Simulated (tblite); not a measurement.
A structure optimised at GFN2-xTB (Å):
```
atom  x, y, z in Å
C1     3.169    0.275   -0.644
S2     1.575    0.732    0.097
C3     0.722   -0.875   -0.030
Si4   -1.161   -0.656    0.260
C5    -1.324    0.111    2.017
F6    -2.645    0.448    2.257
Si7   -2.150    0.770   -1.278
F8    -2.583   -0.153   -2.534
H9     3.611   -0.540   -0.077
H10    3.016   -0.015   -1.680
H11    3.804    1.153   -0.592
H12    1.181   -1.552    0.690
H13    0.910   -1.259   -1.032
H14   -1.679   -2.036    0.351
H15   -0.747    1.033    2.123
H16   -1.032   -0.571    2.819
H17   -1.270    1.759   -1.896
H18   -3.405    1.382   -0.863
```

Neutral, closed shell.

Task: Which heavy atoms are bonded, and with what formal order?

Result: C1–S2 1.82 Å (single); S2–C3 1.82 Å (single); C3–Si4 1.92 Å (single); Si4–C5 1.92 Å (single); C5–F6 1.38 Å (single); Si4–Si7 2.32 Å (single); Si7–F8 1.62 Å (single). Bonds to hydrogen (Å): C1–H9 1.09; C1–H10 1.09; C1–H11 1.08; C3–H12 1.09; C3–H13 1.09; Si4–H14 1.48; C5–H15 1.09; C5–H16 1.09; Si7–H17 1.46; Si7–H18 1.46.

Task: Give the structure as a SMILES string.

Result: `CSC[Si@@H](CF)[SiH2]F`, C3H10F2SSi2. Among its features: sulfide, C–F bond, Si–H bond and C–Si bond.

Task: Name the point group.

Result: C1 (no symmetry element, even within 0.4 Å).

Task: Classify the heavy atoms.

Result: C1: S-methyl carbon; S2: sulfide sulfur; C3: sp3 carbon bound to sulfur; Si4: SiH silicon; C5: sp3 C–F carbon; F6: alkyl fluorine; Si7: fluorine-bound silicon; F8: silicon-bound fluorine.

Task: What is the arrangement about C1?

Result: It has 4 neighbours (S2, H9, H10, H11) and is tetrahedral (angles from 106.9° to 110.7°).

Task: What is the arrangement about C5?

Result: It has 4 neighbours (Si4, F6, H15, H16) and is distorted tetrahedral (angles from 106.3° to 113.5°).

These are computed values.
